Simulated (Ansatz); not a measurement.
Reaction (formal hydrolysis of the Sn–Cl bond): `[SiH3][O][SnH2][Cl]` + H₂O → `[OH][SnH2][O][SiH3]` + HCl

Gas-phase electronic energies from Ansatz, PBE0-D4/def2-TZVP geometries. CBS: MP2 limit from def2 TZ/QZ plus the TZ coupled-cluster correction, frozen cores. This one scheme is used for every species. def2 core potentials past Kr. For Sn outer-core shells are correlated without core-valence functions, which leaves a few kJ/mol of doubt a bond. One conformer a species, not always the lowest.

| species | CCSD(T)/CBS(def2) energy (Eh) |
| --- | --- |
| `[SiH3][O][SnH2][Cl]` | -1041.15177 |
| H₂O | -76.37941 |
| `[OH][SnH2][O][SiH3]` | -657.12333 |
| HCl | -460.38127 |

Task: Work out ΔE.

Result: ΔE = (-657.12333) + (-460.38127) − (-1041.15177) − (-76.37941) = 0.02658 Eh = +0.72 eV.

Largest T1 diagnostic among the species: 0.014.

From BLYP to BHLYP (50 % exact exchange), in def2-TZVPP and without D4, ΔE moves by +0.11 eV. In def2-TZVPP, CCSD(T) changes the Hartree–Fock value by −0.13 eV (the triples alone add −0.01 eV) and MP2 by −0.10 eV.
